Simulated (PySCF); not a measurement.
# From computed data to an observable: entropy of an ideal gas

TaO2F, SMILES [O]=[Ta](=[O])[F], multiplicity 1.

Coordinates come from a PBE-D3(BJ)/def2-TZVP optimisation. The multiplicity is an assumed one; other spin states were not compared. The def2 effective core potentials stand for the cores of Ta; spin–orbit coupling is left out.

PBE-D3(BJ)/def2-TZVP run with PySCF 2.14.0 gives the harmonic wavenumbers 199, 230, 329, 638, 899, 958 cm⁻¹ and the rotational temperatures 0.3046, 0.2443, 0.1688 K. The molar mass is 231.94 g/mol, the symmetry number 1, the spin multiplicity 1.

Work out the entropy at 298.15 K and 1 atm in the rigid-rotor, harmonic-oscillator model.


Translation (Sackur–Tetrode at 1 atm): S = R[1.5 ln M + 2.5 ln T − 1.16487] = 176.7 J/(mol K).
Rotation: q = (√π/σ) T^1.5/√(θA θB θC) = 81400, S = R[ln q + 3/2] = 106.5 J/(mol K).
Vibration: with u = 1.4388 ν/T, each mode gives R[u/(e^u − 1) − ln(1 − e^−u)]:
```csv
ν (cm⁻¹),modes,u,S (J/(mol K))
199,1,0.96,8.96
230,1,1.11,7.86
329,1,1.59,5.29
638,1,3.08,1.63
899,1,4.34,0.59
958,1,4.62,0.46
```
These are all the modes. Sum 24.8 J/(mol K).
Spin: R ln 1 = 0.0 J/(mol K).
Total 308.0 J/(mol K); the program's own thermochemistry gives 308.0. Translation makes up 57 % and vibration 8 %. Anharmonicity, hindered rotation and orbital degeneracy are left out.
